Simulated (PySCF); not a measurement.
Species: CH₇Cl₂Ge₂N.
SMILES: `Cl[CH](Cl)[GeH2][NH][GeH3]`

Vertical excitations from PySCF (density fitting, frozen core in the response, grid level 2 and gas phase unless stated; continuum runs use non-equilibrium linear response for the excitations) on a GFN2-xTB geometry. Reference run:

```csv
settings,"S1, eV (f)","S2, eV (f)","S3, eV (f)","S4, eV (f)","S5, eV (f)","S6, eV (f)","T1, eV (Tamm–Dancoff)",mean α (au)
"BLYP/pcSseg-0, level shift 0.2 Eh, full TDDFT, 25 singlets",4.82 (0.002),5.67 (0.002),5.73 (0.000),6.18 (0.006),6.56 (0.028),6.71 (0.003),4.65,79.6
```

What do these settings give: wB97X/6-31G*, IEF-PCM water, full TDDFT, 6 singlets?

| settings | S1, eV (f) | S2, eV (f) | S3, eV (f) | S4, eV (f) | S5, eV (f) | S6, eV (f) | T1, eV (Tamm–Dancoff) | mean α (au) |
| --- | --- | --- | --- | --- | --- | --- | --- | --- |
| wB97X/6-31G*, IEF-PCM water, full TDDFT, 6 singlets | 6.40 (0.001) | 6.61 (0.038) | 7.41 (0.005) | 7.51 (0.012) | 7.67 (0.034) | 7.98 (0.012) | 5.88 | 106.0 |

S1 moves by +1.58 eV; functional, basis and environment change together, so the shift can't be laid on one. States are counted by energy in each run and needn't keep their character from row to row.

All basis functions are spherical, in the Pople sets too.

Give the leading configurations of S1 (H = HOMO, L = LUMO) and the HOMO–LUMO gap of each run.

| settings | S1 configurations (weight) | S1 (eV) | orbital gap (eV) | S1 − gap (eV) |
| --- | --- | --- | --- | --- |
| BLYP/pcSseg-0, level shift 0.2 Eh, full TDDFT, 25 singlets | H→L 0.99 | 4.82 | 4.74 | +0.08 |
| wB97X/6-31G*, IEF-PCM water, full TDDFT, 6 singlets | H→L 0.59, H→L+1 0.21 | 6.40 | 11.49 | -5.09 |

The structure is a single GFN2-xTB conformer; no vibrational corrections. Relativistic effects, spin–orbit coupling among them, are left out although an element past zinc is present.

The values belong to the conformer `[Cl:1][CH:2]([Cl:3])[GeH2:4][NH:5][GeH3:6]`: Cl1–C2–Ge4–N5 -63°, C2–Ge4–N5–Ge6 -51°.
